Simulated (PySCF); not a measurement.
## Energy of Sc²⁺ (scandium, charge +2) between two integer charges

The 3d alpha orbital of [Ar] 3d1 is emptied in steps (occupation f), with all orbitals relaxed, ending at [Ar]. Calculation: PySCF 2.14, in aug-cc-pVDZ; the non-relativistic Hamiltonian (point nucleus). The exact energy is a straight line in f; departures are measured from the line between the end points of the same method.

Among UHF, LDA, PBE, which shows the largest delocalisation error (convex curve), and which is closest to linear?

Most convex: LDA (-1.835 eV at f = 0.5); closest to linear: UHF (0.136 eV).

```csv
f,UHF (eV),LDA (eV),PBE (eV)
1,0.000,0.000,0.000
0.9,0.052,-0.643,-0.631
0.7,0.117,-1.522,-1.491
0.5,0.136,-1.835,-1.796
0.3,0.111,-1.559,-1.523
0.1,0.046,-0.675,-0.658
0,0.000,0.000,0.000
```

| method | E(f=0) − E(f=1) (eV) | −ε at f=1 (eV) | −ε at f=0.5 (eV) |
| --- | --- | --- | --- |
| UHF | 24.271 | 24.851 | 24.254 |
| LDA | 25.838 | 18.742 | 25.730 |
| PBE | 25.800 | 18.834 | 25.706 |

Reference removal energy between the ground levels: 24.757 eV (measured; NIST Atomic Spectra Database, ionization energies). The calculation has no spin-orbit coupling. UHF lacks correlation.
